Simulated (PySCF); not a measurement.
```xyz
4
charge 0 multiplicity 1, angstrom
Tl    0.0000    0.0000    0.0000
Cl    2.3915    0.0000    0.0000
Cl   -1.1958    2.0711    0.0000
Cl   -1.1957   -2.0711    0.0000
```

These are results of BP86/[Tl def2-TZVP with ECP60, Cl def2-TZVP], scalar-relativistic core potentials, density fitting, no spin–orbit coupling, PySCF, not measurements.

This geometry of TlCl3 is a stationary point at this level.

Q: What is the point group?

A: D3h.

Q: Is it a minimum?

A: Yes: all harmonic wavenumbers are real.

Q: Give the atomic charges and bond orders.

A: 
| atom | Mulliken | Löwdin | polar tensor | Mayer order to Tl1 |
| --- | --- | --- | --- | --- |
| Tl1 | 0.81 | -0.28 | 1.49 | – |
| Cl2,3,4 | -0.27 | 0.09 | -0.50 | 0.96 |

Q: What is the atomisation energy, with and without zero-point energy?

A: 814 kJ/mol without, 807 kJ/mol with.

Spin–orbit coupling, left out here, can matter for elements this heavy.
